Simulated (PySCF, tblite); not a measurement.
Isomers of C6H7FOSi, one GFN2-xTB conformer each. Single-point energies are computed at PBE0/pcSseg-1 (PySCF, gas phase, no added dispersion term), electronic only.

Problem. Rank them by PBE0/pcSseg-1 energy, lowest first (kcal/mol).
A. `[CH:1]#[C:2][C@@H:3]1[C:4](=[CH2:5])[C@@H:6]1[O:7][SiH2:8][F:9]` with C4–C6–O7–Si8 -37°, C6–O7–Si8–F9 160°
B. `[F:1][c:2]1[cH:3][cH:4][cH:5][c:6]([O:7][SiH3:8])[cH:9]1` with C5–C6–O7–Si8 180°

Solution. B (0.0), A (52.6).

As drawn, the lower has an aromatic ring, which the higher lacks; the higher has a three-membered ring, a C≡C bond and an Si–F bond, which the lower lacks. GFN2-xTB itself gives, in the same order: 0.0, 42.6. Both levels put the same isomer lowest.

Problem. Which frontier levels, dipoles and rotational constants go with these structures?

Solution. 
| SMILES | HOMO (eV, PBE0/pcSseg-1) | LUMO (eV) | dipole (D) | A, B, C (MHz) |
| --- | --- | --- | --- | --- |
| Fc1cccc(O[SiH3])c1 | -6.88 | -0.38 | 1.20 | 2672, 861.2, 656.2 |
| C#C[C@@H]1C(=C)[C@@H]1O[SiH2]F | -7.54 | -0.75 | 2.83 | 1961, 1027, 811.3 |

Problem. What happens when harmonic zero-point energies from GFN2-xTB frequencies are added?

Solution. 
```csv
SMILES,ZPE (kcal/mol),electronic (kcal/mol),with ZPE (kcal/mol)
Fc1cccc(O[SiH3])c1,67.8,0.0,0.0
C#C[C@@H]1C(=C)[C@@H]1O[SiH2]F,66.9,52.6,51.8
```

The zero-point energies span 0.9 kcal/mol. The order is unchanged.
